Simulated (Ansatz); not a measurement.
A calculation with Ansatz (development build ahead of 0.2.0).

```yaml
crystal:
  periodic: [false, false, false]
  atoms:
    - { symbol: F, position_ang: [0.71, 0.0, 4.3] }
    - { symbol: F, position_ang: [-0.71, 0.0, 4.3] }
    - { symbol: Li, position_ang: [1.34, 0.0, 0.0] }
    - { symbol: Li, position_ang: [-1.34, 0.0, 0.0] }
basis:
  gaussian: { orbitals: cc-pVDZ }
hamiltonian:
  xc: hf
```

The input is written out in the form of the current development build from the run's settings.

Output:

```
Converged                       : yes
Total energy                    : -213.55420 hartree
Spin squared of the determinant : 0.000
```

Caution: stretched shape with no unrestricted run beside it, a lower state can exist.
